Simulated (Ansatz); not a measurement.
Calculated with Ansatz (gas phase, PBE0-D4/def2-TZVP geometries, no zero-point term in ΔE). CCSD(T)/CBS adds triple-zeta CCSD(T) − MP2 to the extrapolated MP2 energy (def2 sets, frozen cores). Functionals use def2-TZVPP. B3LYP here is the variant with VWN-RPA as its local correlation; programs differ in this. Each species was taken in one conformer, which may not be the lowest.

Consider the formal exchange of groups at a B–C bond: `BC=C=C=C` + `OBS` → `BB(O)S` + `C=C=C=C`.

(1) Is it downhill or uphill in electronic energy at CCSD(T)/CBS, and by how much? (An estimate is asked.)

(2) What do these levels give: r2SCAN-D4, B97M-V, B3LYP-D4, ωB97X-V, B2PLYP, revPBE, PBE0, B3LYP, r2SCAN0, SCS-MP2/def2-TZVPP, MP2/def2-QZVPP, CCSD/CBS(def2)? (Best estimate.)

Largest T1 diagnostic among the species: 0.014.

Results:

(1) Computed: Uphill: ΔE = +61.9 kJ/mol.

(2) Computed: r2SCAN-D4 63.2, B97M-V 60.9, B3LYP-D4 63.6, ωB97X-V 59.8, B2PLYP 67.4, revPBE 60.0, PBE0 61.1, B3LYP 64.8, r2SCAN0 63.8, SCS-MP2/def2-TZVPP 68.8, MP2/def2-QZVPP 70.5, CCSD/CBS(def2) 60.5 kJ/mol.

At CCSD(T), def2-SVP lies +5.8 kJ/mol from the extrapolated value and def2-TZVPP +0.5 kJ/mol. Leaving LDA and LC-ωPBE aside and taking each functional with its dispersion term where it has one, the values, not all of them listed here, spread over 8.1 kJ/mol, from revPBE-D4 to B2PLYP.
